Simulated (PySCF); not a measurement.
H8N2Si2, SMILES [SiH](N)([SiH3])N.

Geometry optimised at ωB97X-D3(BJ)/def2-SVP. The values are those of a single conformer.

Level of theory: TDA-PBE/def2-SVPD run with PySCF 2.14.0.

Vertical excitations. 

Computed lowest excited states:
| state | energy (eV) | λ (nm) | f | main pairs |
|---|---|---|---|---|
| S1 | 5.23 | 237 | 0.023 | HOMO→LUMO 94 % |
| S2 | 5.45 | 228 | 0.012 | HOMO→LUMO+1 86 % |
| S3 | 5.69 | 218 | 0.018 | HOMO−1→LUMO 89 % |
| S4 | 5.82 | 213 | 0.016 | HOMO→LUMO+2 77 %, HOMO−1→LUMO+1 21 % |
| S5 | 5.94 | 209 | 0.018 | HOMO−1→LUMO+1 64 %, HOMO→LUMO+2 20 % |
| S6 | 6.27 | 198 | 0.002 | HOMO−1→LUMO+2 95 % |
| S7 | 6.33 | 196 | 0.162 | HOMO→LUMO+3 79 % |
| S8 | 6.54 | 190 | 0.008 | HOMO→LUMO+4 88 % |
| S9 | 6.62 | 187 | 0.007 | HOMO→LUMO+5 91 % |
| S10 | 6.66 | 186 | 0.027 | HOMO−1→LUMO+3 85 % |
| T1 | 4.86 | 255 | 0 | HOMO→LUMO 92 % |
| T2 | 5.03 | 246 | 0 | HOMO→LUMO+1 92 % |
| T3 | 5.46 | 227 | 0 | HOMO−1→LUMO 99 % |
| T4 | 5.56 | 223 | 0 | HOMO−1→LUMO+1 83 %, HOMO→LUMO+2 15 % |
Triplets are in the Tamm–Dancoff approximation.
